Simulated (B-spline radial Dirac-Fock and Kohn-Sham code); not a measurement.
**Dipole and non-dipole photoemission parameters of Al 3p3/2**

System: atomic aluminum, [Ne] 3s2 3p1; threshold 4.55 eV (orbital energy of the model). Model: Dirac-Hartree-Slater photoionisation with a Latter tail; cross sections with all multipoles, angular parameters from the dipole term and its interference with E2. Program: a radial B-spline solver.

For linearly polarised light dσ/dΩ = σ/(4π) [1 + β P₂(cos θ) + (δ + γ cos²θ) sin θ cos φ], with θ from the polarisation vector and φ the angle between the beam and the projection of the electron momentum on the plane normal to the polarisation.

| hν (eV) | σ (kb) | β | γ | δ |
| --- | --- | --- | --- | --- |
| 51.9 | 63.2 | 1.243 | -0.021 | 0.001 |
| 54.9 | 60.6 | 1.290 | -0.019 | 0.001 |
| 56.8 | 58.9 | 1.316 | -0.018 | 0.002 |
| 79 | 39.1 | 1.493 | 0.000 | 0.004 |
| 80 | 38.3 | 1.497 | 0.001 | 0.005 |
| 83.2 | 36.0 | 1.510 | 0.004 | 0.005 |
| 96 | 28.4 | 1.547 | 0.016 | 0.006 |
| 339 | 1.96 | 1.499 | 0.201 | 0.014 |
| 400 | 1.27 | 1.457 | 0.239 | 0.016 |
| 419 | 1.13 | 1.443 | 0.250 | 0.017 |
| 545 | 0.549 | 1.358 | 0.313 | 0.023 |
| 600 | 0.418 | 1.324 | 0.336 | 0.025 |
| 795 | 0.184 | 1.212 | 0.406 | 0.034 |
| 1000 | 0.0921 | 1.112 | 0.465 | 0.044 |
| 1070 | 0.0747 | 1.082 | 0.482 | 0.047 |
| 1253.6 | 0.0454 | 1.009 | 0.521 | 0.056 |
| 1290 | 0.0415 | 0.995 | 0.528 | 0.058 |
| 2000 | 0.00986 | 0.790 | 0.629 | 0.091 |
| 2170 | 0.00748 | 0.753 | 0.646 | 0.098 |
| 2510 | ? | ? | ? | ? |
| 4570 | 0.000544 | 0.449 | 0.800 | 0.189 |
| 4950 | 0.000406 | 0.421 | 0.817 | 0.201 |
| 5414.7 | 0.000292 | 0.392 | 0.837 | 0.216 |
| 5480 | 0.000280 | 0.388 | 0.839 | 0.218 |
| 5560 | 0.000265 | 0.383 | 0.843 | 0.220 |
| 5670 | 0.000246 | 0.377 | 0.847 | 0.224 |
| 9350 | 3.73e-05 | 0.234 | 0.971 | 0.319 |
| 12900 | 1.07e-05 | 0.152 | 1.051 | 0.394 |
| 15000 | 5.91e-06 | 0.115 | 1.087 | 0.434 |

**Question.** Give the values at 2510 eV.

**Answer.** σ = 0.00455 kb, β = 0.687, γ = 0.677, δ = 0.113.

Values without a named source are computed, but for edge energies of neutral atoms, which are taken from tables.
